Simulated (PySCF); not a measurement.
A structure optimised at PBE0-D3(BJ)/def2-SVP, used in a PySCF frequency run:

```xyz
12

N      2.3589     0.2971    -0.2193
Si     1.0175    -0.6420     0.2740
O      0.0287    -1.3536    -0.9207
C     -1.2328    -0.6750    -0.9580
Si    -1.0400     0.4083     0.6100
F     -1.1995     2.0164     0.3608
H      2.2562     1.1534    -0.7504
H      3.2852    -0.1023    -0.3135
H      1.5763    -1.7065     1.1535
H     -1.3456    -0.0914    -1.8899
H     -2.0593    -1.4059    -0.9240
H     -1.9479     0.0755     1.7495
```

### Question
Write its SMILES and formula.

### Answer
N[Si@@H]1OC[Si@@H]1F, CH6FNOSi2

### Question
What are its rotational constants (standard atomic weights)?

### Answer
3.3158, 1.8247, 1.3869 GHz
